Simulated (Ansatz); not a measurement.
`[F][Ga]([Br])[Br]` + `CNC` → `C[N](C)[Ga]([F])[Br]` + HBr at 500 K and 1 bar (ligand exchange at a Ga–Br bond).

Isolated molecules relaxed with PBE0-D4/def2-TZVP in Ansatz; ΔE leaves out vibrations. CCSD(T)/CBS adds triple-zeta CCSD(T) − MP2 to the extrapolated MP2 energy (def2 sets, frozen cores). For Br, Ga outer-core shells are correlated without core-valence functions, which leaves a few kJ/mol of doubt a bond. Scalar relativity is left out up to krypton. One conformer a species, not always the lowest.

| species | CCSD(T)/CBS energy (Eh) | H − E (kJ/mol) | S (J/(mol·K)) |
| --- | --- | --- | --- |
| `[F][Ga]([Br])[Br]` | -7170.52286 | 43.6 | 387.0 |
| `CNC` | -135.00321 | 273.8 | 313.8 |
| `C[N](C)[Ga]([F])[Br]` | -4731.58119 | 279.0 | 478.5 |
| HBr | -2573.91920 | 30.5 | 213.7 |

H − E and S are ideal-gas, rigid-rotor, harmonic terms from PBE0-D4/def2-TZVP, for one conformer and one mirror image of each species. 1 Eh = 2625.50 kJ/mol, R = 8.31446 J/(mol·K).

Problem. By hand: ΔE, ΔH, ΔS and ΔG.

Solution. ΔE = (-4731.58119) + (-2573.91920) − (-7170.52286) − (-135.00321) = 0.02568 Eh = 67.4 kJ/mol. Δ(H − E) = 279.0 + 30.5 − 43.6 − 273.8 = -7.9, so ΔH = 59.5 kJ/mol. ΔS = 478.5 + 213.7 − 387.0 − 313.8 = -8.6 J/(mol·K). ΔG = 59.5 − 500 × (-8.6)/1000 = 63.8 kJ/mol.

Problem. By hand: the equilibrium constant, and the temperature at which ΔG would vanish if ΔH and ΔS stayed fixed.

Solution. log₁₀ K = −ΔG/(RT ln 10) = -6.7. ΔH and −TΔS have one sign here, so there is no such temperature.

The number of gas molecules stays the same, so ΔS is small and ΔH decides. A doubt of 5 kJ/mol in ΔE shifts log₁₀ K by 0.5 here. Other conformers and mirror images would add mixing entropy, several J/(mol·K) or more a flexible species. These are equilibria of isolated gas molecules and say nothing of rates. Largest T1 diagnostic: 0.012 (customary marks: 0.02 for closed shells, 0.045 for open ones).

ΔS is within the doubt of such terms, so its sign, and with it that verdict, could turn.
